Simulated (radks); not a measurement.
Question: The mean radii <r> (bohr) of the occupied orbitals of an atom or ion are listed with their occupations. Method: Dirac Kohn-Sham, BLYP, spin-unpolarised, spherical densities, point nucleus; computed with a radial shooting solver on a logarithmic mesh with Libxc functionals.

| orbital | occ. | <r> |
|---|---|---|
| 1s1/2 | 2 | 0.03609 |
| 2s1/2 | 2 | 0.1577 |
| 2p1/2 | 2 | 0.1346 |
| 2p3/2 | 4 | 0.1391 |
| 3s1/2 | 2 | 0.4432 |
| 3p1/2 | 2 | 0.4387 |
| 3p3/2 | 4 | 0.4493 |
| 3d3/2 | 4 | 0.4311 |
| 3d5/2 | 6 | 0.4346 |
| 4s1/2 | 2 | 1.159 |
| 4p1/2 | 2 | 1.283 |
| 4p3/2 | 4 | 1.315 |
| 4d3/2 | 4 | 2.069 |

Name the element and its charge. Open shells, if any, fill j = l - 1/2 first.

Answer: Z = 41, niobium, charge +1: Nb+ in [Kr] 4d4. The 1s radius gives Z: for a bare nucleus <r> = (2 gamma + 1)/(2Z) with gamma = sqrt(1 - (Z/c)^2), 0.03547 bohr for Z = 41, and screening makes it slightly larger (0.03609 here). The occupations add up to 40, and the charge is Z minus that.
